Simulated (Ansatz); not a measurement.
Cost and result for the atomization energy of `CN[SiH2]S` (11 atoms, 10 bonds).

```xyz
11

C     1.715    0.376   -0.369
N     0.304    0.165   -0.607
Si   -0.835   -0.310    0.569
S    -2.719    0.501   -0.041
H     2.333   -0.492   -0.631
H     2.085    1.239   -0.931
H     1.878    0.586    0.691
H     0.056    0.070   -1.579
H    -0.335    0.239    1.856
H    -1.072   -1.772    0.753
H    -3.410   -0.602    0.288
```

Charge 0, multiplicity 1. Geometry: relaxed with PBE0-D4/def2-TZVP. It is one conformer, not always the lowest. Program: Ansatz. All runs use 4 threads of an Intel Xeon Platinum 8488C on a shared host. Times are those of one run each, without the atoms' runs, and a repeat can differ threefold. Electronic energies, without spin–orbit coupling; frozen cores. CCSD(T)/CBS adds CCSD(T) − MP2 in def2-TZVPP to the MP2 limit, and its time is that of the two runs behind it. T1 = 0.010. B3LYP takes the VWN-RPA correlation (the form of Gaussian; ORCA's B3LYP/G). HSE06 is the plane-wave form, built on full-range PBE exchange.

CCSD(T)/CBS is a level of theory with its own doubt, some kJ/mol a heavy atom from the limit and from the frozen cores, so smaller differences don't rank the functionals.

```
                            level  functions  wall time  atomization (kJ/mol)  difference from CCSD(T)/CBS  per bond
           LDA (SPW92)/def2-TZVPP        244     0.95 s                4206.9                        486.6      48.7
  PBE-D4/def2-TZVPP (with forces)        244      1.6 s                3752.4                         32.1       3.2
               PBE0-D4/def2-TZVPP        244      1.9 s                3706.5                        -13.8      -1.4
              BHLYP-D4/def2-TZVPP        244      1.9 s                3637.4                        -82.9      -8.3
              HSE06-D4/def2-TZVPP        244        2 s                3708.8                        -11.5      -1.1
          CAM-B3LYP-D4/def2-TZVPP        244      2.1 s                3732.8                         12.5       1.2
                 CCSD(T)/def2-SVP         99      2.4 s                3457.4                       -262.9     -26.3
            r2SCANh-D4/def2-TZVPP        244      2.7 s                3692.7                        -27.6      -2.8
B3LYP-D4/def2-TZVPP (with forces)        244      3.6 s                3721.9                          1.6       0.2
                B97M-V/def2-TZVPP        244      4.6 s                3731.2                         10.9       1.1
                   MP2/def2-QZVPP        464       13 s                3694.5                        -25.8      -2.6
               CCSD(T)/def2-TZVPP        244       51 s                3611.5                       -108.8     -10.9
                CCSD(T)/CBS(def2)          –       63 s                3720.3                          0.0       0.0
```

Leaving LDA and LC-ωPBE aside and taking each functional with its dispersion term where it has one, the values spread over 115.0 kJ/mol, from BHLYP-D4 to PBE-D4. LDA lies +476.7 kJ/mol from PBE without D4, its usual overbinding. In def2-TZVPP, CCSD(T) changes the Hartree–Fock value by +927.3 kJ/mol (the triples alone add +47.4 kJ/mol) and MP2 by +945.5 kJ/mol; breaking electron pairs costs correlation energy, which Hartree–Fock lacks. From r2SCAN to r2SCAN0 (25 % exact exchange), in def2-TZVPP and without D4, the atomization energy moves by −42.2 kJ/mol: exact exchange takes away binding that semilocal exchange gives to molecules.
